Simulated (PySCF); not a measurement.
Compound: C6H7BO2S.
Geometry (PBE0-D3(BJ)/def2-SVP, Å), atoms numbered from 1 in this order:
```
atom  x, y, z in Å
C1     1.5152   -0.7914   -1.6018
C2     0.8388   -0.2317   -0.5761
B3     1.6788    0.1967    0.6943
O4     1.1391    0.1392    1.9393
O5     2.9738    0.6118    0.5806
C6    -0.6089   -0.0385   -0.6078
C7    -1.4285    0.4585    0.3859
C8    -2.7964    0.5201    0.0111
C9    -3.0111    0.0746   -1.2667
S10   -1.5526   -0.4248   -2.0185
H11    2.5959   -0.9531   -1.5518
H12    1.0232   -1.1439   -2.5151
H13    1.7797    0.4141    2.6051
H14    3.2470    0.7051   -0.3369
H15   -1.0397    0.7465    1.3617
H16   -3.5937    0.8798    0.6628
H17   -3.9535    0.0135   -1.8098
```

Computed, not measured: PySCF, TDDFT wB97X-D/def2-SVPD, vertical, gas phase, core orbitals frozen in the response.

Broadening: Gaussians 0.3 eV wide at half height, area fixed by f = 4.319×10⁻⁹ ∫ε dν̃. The cross-section is σ = 3.8235×10⁻²¹ ε cm², given in Mb (10⁻¹⁸ cm²). The width is an assumption, not a result. The curve ends short of the highest state used, and states not computed would add to its high-energy end.

E (eV), σ (Mb) and a bar:
```
     4.03       0.19 
     4.11       1.41 
     4.19       7.01 ###
     4.27      23.49 #########
     4.35      53.03 ###################
     4.44      82.73 ##############################
     4.52      80.80 #############################
     4.60      53.20 ###################
     4.68      23.62 #########
     4.76       7.16 ###
     4.85       1.94 #
     4.93       3.79 #
     5.01      11.09 ####
     5.09      22.72 ########
     5.17      31.42 ###########
     5.26      28.25 ##########
     5.34      16.90 ######
     5.42       6.82 ##
     5.50       1.85 #
     5.58       0.34 
     5.67       0.04 
     5.75       0.05 
     5.83       0.32 
     5.91       1.48 #
     6.00       5.31 ##
     6.08      11.09 ####
     6.16      15.84 ######
     6.24      15.57 ######
     6.32      10.76 ####
     6.41       5.08 ##
```

(1) Locate the maxima and give the states behind the curve.

(2) Does any computed singlet lie in the visible range?

(3) On this curve, what absorbance would a 10⁻⁴ mol/L sample give at 280 nm over a 1 cm path?

(4) Coming from long wavelengths, where does ε first pass 100 L mol⁻¹ cm⁻¹?

## Answers

(1) 277 nm (4.47 eV), ε about 22000, made up of S1 (100%); 239 nm (5.20 eV), ε about 8400, made up of S2 (100%); 200 nm (6.20 eV), ε about 4300, made up of S4 (64%) and S5 (34%) (ε in L mol⁻¹ cm⁻¹; maxima over ε = 5, shares over 10%). The states used: S1 4.48 eV (f 0.250); S2 5.20 eV (f 0.093); S3 6.04 eV (f 0.0004); S4 6.18 eV (f 0.031); S5 6.21 eV (f 0.016); S6 6.40 eV (f 0.0031); S7 6.56 eV (f 0.0013); S8 6.81 eV (f 0.0095); S9 6.90 eV (f 0.0018); S10 7.01 eV (f 0.116).

(2) No computed singlet lies in the visible range (380 to 750 nm); the lowest, at 277 nm, stands 1.21 eV above its violet end (3.26 eV); a Tamm–Dancoff triplet lies at 441 nm, without intensity as long as spin–orbit coupling is left out.

(3) 280 nm is 4.428 eV, where ε is about 21000 L mol⁻¹ cm⁻¹, so A = ε c l ≈ 2.1 (Beer–Lambert, with the gas-phase spectrum and the assumed width).

(4) At about 306 nm (4.06 eV), 0.42 eV below S1.

All these states lie below the vertical ionisation energy of 8.08 eV (ΔSCF).

Time: 12 min; peak memory 1.3 GiB. Hardware: one thread of an Intel Xeon at 2.50 GHz, no GPU (shared host).

One conformer stands for the species.
